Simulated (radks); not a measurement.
Task: All-electron atom: the nitrogen ion N2+ in [He] 2p1 3d2 (not the ground configuration). All-electron calculation, Dirac Kohn-Sham, PBE, spin-unpolarised, spherical densities, point nucleus; open shells fill j = l - 1/2 first. Program: a radial shooting solver on a logarithmic mesh with Libxc functionals. Some entries of the table are withheld. Estimate them.

| orbital | occ. | eigenvalue (eV) | r(max) (bohr) | <r^2> (bohr^2) |
|---|---|---|---|---|
| 1s1/2 | 2 | (1) | 0.1478 | 0.07035 |
| 2p1/2 | 1 | -54.5601 | (2) | 1.227 |
| 2p3/2 | 0 | -54.5193 | (3) | 1.229 |
| 3d3/2 | 2 | (4) | 2.332 | 9.037 |
| 3d5/2 | 0 | (5) | 2.332 | 9.039 |

Result: 
(1) 1s1/2 eigenvalue (eV): -455.0123
(2) 2p1/2 r(max) (bohr): 0.7740
(3) 2p3/2 r(max) (bohr): 0.7747
(4) 3d3/2 eigenvalue (eV): -13.3938
(5) 3d5/2 eigenvalue (eV): -13.3926
